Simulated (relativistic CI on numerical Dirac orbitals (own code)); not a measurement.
# How well does a small relativistic CI reproduce Zn?

Method of calculation: Dirac-Coulomb-Breit CI, separate exchange-only KLI orbitals for each configuration, model QED (radiative potential, 1s self-energy scaled to tabulated hydrogen-like ionisation energies), valence Slater integrals scaled by 0.85, configuration energies shifted to the measured levels that pair with them (semi-empirical) (own radial code, finite nucleus).

Configuration list (outside the closed core [Ar] 3d10): 4s², 4s4p, 4s5s, 4s4d, 4s5d, 4p², 4s6s, 4s5p, 4s6p, 4s4f, 4s5g, 4s5f, 4s6d, 4s6g, 4d². Levels of other configurations are missing.

| Configuration | Term (tabulated) | J | Measured (cm⁻¹) | Computed | Error | Purity (%) |
| --- | --- | --- | --- | --- | --- | --- |
| 4s² | 1S | 0 | 0.0 | 0 | 0 | 96 |
| 4s4p | 3P° | 0 | 32311.3 | 32326 | 14 | 100 |
| 4s4p | 3P° | 1 | 32501.4 | 32487 | -14 | 100 |
| 4s4p | 3P° | 2 | 32890.3 | 32810 | -80 | 99 |
| 4s4p | 1P° | 1 | 46745.4 | 48765 | 2020 | 86 |
| 4s5s | 3S | 1 | 53672.2 | 53622 | -50 | 100 |
| 4s5s | 1S | 0 | 55789.2 | 55839 | 50 | 99 |
| 4s4d | 1D | 2 | 62458.5 | 62235 | -223 | 95 |
| 4s4d | 3D | 1 | 62768.7 | 62772 | 3 | 100 |
| 4s4d | 3D | 2 | 62772.0 | 62773 | 1 | 100 |
| 4s4d | 3D | 3 | 62777.0 | 62776 | -1 | 100 |
| 4s5d | 3D | 1 | 68579.1 | 68580 | 1 | 100 |
| 4s5d | 3D | 2 | 68580.7 | 68581 | 0 | 100 |
| 4s5d | 3D | 3 | 68583.1 | 68582 | -1 | 100 |

Measured levels from NIST Handbook of Basic Atomic Spectroscopic Data (Sansonetti and Martin, J. Phys. Chem. Ref. Data 34, 1559 (2005)); pairs were made by configuration, J and term (by order where the table uses no LS term), so strongly mixed levels may be paired wrongly.

Mean error by configuration (cm⁻¹): 4s4p 485; 4s5s 0; 4s4d -55; 4s5d 0. Over the excited levels the mean absolute error is 189 cm⁻¹ (13 of the 13 excited levels that our extract of the source holds in range could be paired), and the median relative error of those above 1,000 cm⁻¹ is 0.044 %, both after the shifts were fitted to these levels, so that a configuration with one level shows no error.

Transition probabilities of persistent lines. The last column rescales the computed rate by the cube of measured over computed energy:

| λ measured (Å) | Lower | Upper | A tabulated (s⁻¹) | A computed | A rescaled |
| --- | --- | --- | --- | --- | --- |
| 2138.57 air | 4s² ¹S0 | 4s4p ¹P°1 | 7.14e+08 | 8.95e+08 | 7.88e+08 |
| 3075.90 air | 4s² ¹S0 | 4s4p ³P°1 | 3.75e+04 | 6.84e+03 | 6.85e+03 |
| 3282.33 air | 4s4p ³P°0 | 4s4d ³D1 | 9.00e+07 | 9.45e+07 | 9.46e+07 |
| 3302.58 air | 4s4p ³P°1 | 4s4d ³D2 | 1.20e+08 | 1.27e+08 | 1.27e+08 |
| 3302.94 air | 4s4p ³P°1 | 4s4d ³D1 | 6.70e+07 | 7.05e+07 | 7.04e+07 |
| 3345.01 air | 4s4p ³P°2 | 4s4d ³D3 | 1.70e+08 | 1.69e+08 | 1.67e+08 |
| 3345.57 air | 4s4p ³P°2 | 4s4d ³D2 | 4.00e+07 | 4.20e+07 | 4.16e+07 |
| 3345.94 air | 4s4p ³P°2 | 4s4d ³D1 | 4.50e+06 | 4.65e+06 | 4.61e+06 |
| 6362.35 air | 4s4p ¹P°1 | 4s4d ¹D2 | 4.74e+07 | 6.42e+07 | 1.02e+08 |

Configurations whose levels could be paired with our table of measured levels were shifted onto them, all but the ground configuration, by the median error of their levels; single terms can still be off by 1,000 to 2,000 cm⁻¹ or more, and rates follow the energies as ν³ (E1, M1) or ν⁵ (E2). The others borrow a shift and can be off by several thousand cm⁻¹ or more. The fine structure of a lone outer electron comes out too small, for d and f at times inverted, and misplaced configurations move strength between like terms. 13 of the 13 excited levels that our extract of the measured tables holds in this range could be paired (the sources list more); they are missed by 189 cm⁻¹ on average and 2020 at most, after the shifts were fitted to these levels, and levels without a partner can miss by more.

Shifts applied (cm⁻¹): 4s² 0; 4s4p 4579; 4s5s 5054; 4s4d 5415; 4s5d 4709.
